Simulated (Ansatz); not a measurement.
**What each rung costs, and what it gives**

The pair of NH$_{4}$⁺ (SMILES [NH4+], atoms 1–5) and GeH$_{4}$ (SMILES [GeH4], atoms 6–10), both closed shells, in one local arrangement (a lower one may exist), relaxed at PBE0-D4/def2-TZVP:

```tsv
atom	x (Å)	y (Å)	z (Å)
N1	-0.1911	0.2290	-2.0255
H2	-1.0494	0.7417	-2.2363
H3	-0.2282	-0.6921	-2.4662
H4	-0.0967	0.1170	-0.9894
H5	0.6119	0.7470	-2.3872
Ge6	0.1978	-0.2372	2.0927
H7	0.0422	-0.0475	0.5387
H8	-1.2187	-0.1458	2.6540
H9	1.1032	0.9036	2.5496
H10	0.8289	-1.6158	2.2695
```

Interaction energies are counterpoise-corrected; the time is that of the whole pair.

Computed with Ansatz 0.2.0 (basis: as named in each row); correlated methods freeze the cores. Filled d shells of the heavier atoms are correlated. The def2 sets are not built for correlating such inner shells, so the correlated values are less sure here. B3LYP uses VWN-RPA correlation. Extrapolation: Hartree–Fock as exp(−7.88 √X), correlation as X^−2.97.

Times are rough, for one single point on 4 threads of a shared host (Arm Neoverse V2).

The estimate by CCSD(T) at an estimated basis limit (MP2 extrapolated from triple and quadruple zeta, plus CCSD(T) − MP2 in triple zeta) is -31.8 kJ/mol.

| method | basis | time (s) | interaction energy (kJ/mol) | method less estimate |
| --- | --- | --- | --- | --- |
| HF | STO-3G | under 1 | -26.2 | 5.6 |
| PBE-D4 | STO-3G | under 1 | -40.7 | -8.9 |
| SPW92 | def2-SVP | under 1 | -45.6 | -13.8 |
| B3LYP-D4 | 6-31G | under 1 | -37.7 | -6.0 |
| PBE-D4 | def2-SVP | under 1 | -39.9 | -8.1 |
| PBE0-D4 | def2-SVP | under 1 | -36.2 | -4.5 |
| PBE-D4 | def2-TZVPPD | 1 | -40.7 | -8.9 |
| revPBE-D4 | def2-TZVPPD | 1 | -37.2 | -5.5 |
| BLYP-D4 | def2-TZVPPD | 1 | -39.2 | -7.4 |
| CCSD(T) | def2-SVP | 2 | -27.2 | 4.6 |
| PBE0-D4 | def2-TZVPPD | 2 | -37.2 | -5.4 |
| B3LYP-D4 | def2-TZVPPD | 2 | -37.5 | -5.7 |
| HSE06-D4 | def2-TZVPPD | 2 | -37.4 | -5.6 |
| wB97M-V | def2-SVP | 2 | -33.5 | -1.7 |
| r2SCAN-D4 | def2-TZVPPD | 2 | -35.3 | -3.5 |
| B2PLYP | def2-TZVPPD | 3 | -33.7 | -1.9 |
| wB97X-V | def2-TZVPPD | 4 | -33.0 | -1.2 |
| B97M-V | def2-TZVPPD | 6 | -38.6 | -6.8 |
| wB97M-V | def2-TZVPPD | 6 | -33.2 | -1.5 |
| MP2 | def2-QZVPPD | 10 | -32.2 | -0.4 |
| CCSD(T) | def2-TZVPPD | 58 | -31.5 | 0.3 |

The T1 diagnostic stays at or below 0.012.
